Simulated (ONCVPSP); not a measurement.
Before and after: ONCV potential for boron (B)

- Element: boron
- Generator: ONCVPSP 4.0.1
- Type: optimised norm-conserving Vanderbilt (ONCV)
- Functional: LDA (Perdew-Wang 92)
- Relativity: fully relativistic
- Frozen core: [He]
- Valence charge: 3
- Reference configuration: 2s2 2p0.75 (charge +0.25)
- Partial waves: 2s: rc 1.00 bohr, ncon 3, nbas 7, qcut 6 1/bohr, 3 projectors, debl 1.2 Ha; 2p: rc 4.00 bohr, ncon 5, nbas 8, qcut 4.1 1/bohr, 2 projectors, debl 0.5 Ha; d scattering state at 0.24 Ha: rc 3.10 bohr, ncon 5, nbas 10, qcut 3.3 1/bohr, 2 projectors, debl 1.2 Ha
- Local potential: polynomial inside 0.80 bohr (lpopt 5, dvloc0 -1 Ha)
- Core correction: Teter function, fcfact 3.5, rcfact 1.2

Open shells are filled in proportion to 2j + 1.

All-electron outer shells of the reference configuration (LDA (PZ), scalar-relativistic, ld1.x):

```json
{"shell": "1s", "level (eV)": "-181.41", "outermost node (bohr)": "–", "outermost maximum (bohr)": "0.21"}
{"shell": "2s", "level (eV)": "-11.63", "outermost node (bohr)": "0.46", "outermost maximum (bohr)": "1.50"}
{"shell": "2p", "level (eV)": "-5.85", "outermost node (bohr)": "–", "outermost maximum (bohr)": "1.52"}
```

Change: core correction Teter function, fcfact 3.5, rcfact 1.88.

Cutoffs: the cutoffs (Ha) at which the residual kinetic energy of the hardest occupied pseudo-wave falls to 1 and 0.1 mHa per electron; they do not see the model core or the augmentation charge, which bear on the density cutoff. Errors are all-electron minus pseudo energies relative to the spin-unpolarised reference configuration.

How do hardness, ghosts and transferability respond?

The potential gets neither clearly harder nor softer (12 Ha and 89 Ha → 12 Ha and 89 Ha); both files keep a bound ghost (d, s); of the 4 tests that both files solve, the error grows in 1 and shrinks in 1 by more than 15 % and 0.3 meV (median size 96.1 → 99.5 meV). A model core, the more so a compact one, raises the density cutoff, which this test does not measure.

| quantity | base | changed |
| --- | --- | --- |
| cutoff, loose | 12 Ha | 12 Ha |
| cutoff, tight | 89 Ha | 89 Ha |
| bound ghosts | s, d5/2, d3/2 | s, d5/2, d3/2 |
| GHOST(+) flags under 300 eV | p3/2 at 15.4 eV, p1/2 at 15.6 eV | p3/2 at 15.4 eV, p1/2 at 15.6 eV |
| error for 2s2 2p1, meV [ΔE -1.19 eV] | +5.8 | +5.7 |
| error for 2s2 2p0, meV [ΔE 7.13 eV] | +120 | +115 |
| error for 2s1 2p0, meV [ΔE 32.43 eV] | +411 | +321 |
| error for 2s1 2p1, meV [ΔE 13.09 eV] | -72 | -84 |
| s: phases at 1.01 bohr within 0.05 rad from the reference energy up to (Ha; the scan ends near 5) | to the end of the scan | to the end of the scan |
| p3/2: phases at 4.06 bohr within 0.05 rad from the reference energy up to (Ha; the scan ends near 5) | 0.5 | 0.5 |
| p1/2: phases at 4.06 bohr within 0.05 rad from the reference energy up to (Ha; the scan ends near 5) | 0.5 | 0.5 |
| d5/2: phases at 3.14 bohr within 0.05 rad from the reference energy up to (Ha; the scan ends near 5) | 3.5 | 3.5 |
| d3/2: phases at 3.14 bohr within 0.05 rad from the reference energy up to (Ha; the scan ends near 5) | 3.5 | 3.5 |
| rms error of d²Exc/dni dnj with the model core, mHa | 6.17 | 2.95 |

 A true bound ghost makes a file unfit for plane-wave use even where its test errors are small: the radial tests pick states by their node count and pass the ghost by.
